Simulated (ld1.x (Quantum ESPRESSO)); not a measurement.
**Before and after: TM potential for bismuth (Bi)**

- Element: Bi
- Generator: ld1.x (Quantum ESPRESSO) 7.5
- Type: norm-conserving Troullier–Martins (Kleinman–Bylander form)
- Functional: PBEsol
- Relativity: scalar-relativistic
- Frozen core: [Xe] 4f14 5d10
- Valence charge: 5
- Reference configuration: 6s2 6p2 (charge +1)
- Partial waves: 6s (bound): rc 1.75 bohr; 6p (bound): rc 2.20 bohr
- Local potential: the p channel
- Core correction: none

Change: wave 6p (bound): rc 2.20 bohr becomes 6p (bound): rc 1.58 bohr.

Cutoffs: the cutoffs (Ry, on a coarse ladder) from which the occupation-weighted sum of valence levels, in a spherical-Bessel basis at the reference potential, stays within 10 and 1 mRy of its value at 400 Ry; they do not see the model core or the augmentation charge, which bear on the density cutoff. Errors are all-electron minus pseudo energies relative to the spin-unpolarised reference configuration.

Problem. How do hardness, ghosts and transferability respond?

Solution. The potential gets harder (30 Ry and 50 Ry → 110 Ry and 140 Ry); the bound ghosts move from d to d, p, s; of the 7 tests that both files solve, the error grows in 6 and shrinks in 0 by more than 15 % and 0.3 meV (median size 8.3 → 22.9 meV). A smaller radius makes the pseudo-wave follow the all-electron one further in, where it bends more sharply, so more plane waves are needed. That the errors move this way runs against the usual rule that smaller radii transfer better.

```tsv
quantity	base	changed
cutoff, loose	30 Ry	110 Ry
cutoff, tight	50 Ry	140 Ry
loose cutoff by channel (10 mRy a level)	s 21 Ry, p 10 Ry	s 25 Ry, p 100 Ry
bound ghosts	d	s, d, p (extra level of the local part)
error for 6s2 6p3, meV [ΔE -7.95 eV]	+2.3	+16
error for 6s2 6p1, meV [ΔE 15.29 eV]	-8.3	+8.6
error for 6s2 6p0, meV [ΔE 38.65 eV]	+12	+86
error for 6s2 6p3.3, meV [ΔE -9.05 eV]	+2.7	+23
error for 6s2 6p2.5, meV [ΔE -4.84 eV]	+1.7	+5.6
error for 6s1 6p3, meV [ΔE 10.86 eV]	+13	+131
error for 6s0 6p5, meV [ΔE 12.63 eV]	+58	+502
```

 A true bound ghost makes a file unfit for plane-wave use even where its test errors are small: the radial tests pick states by their node count and pass the ghost by.
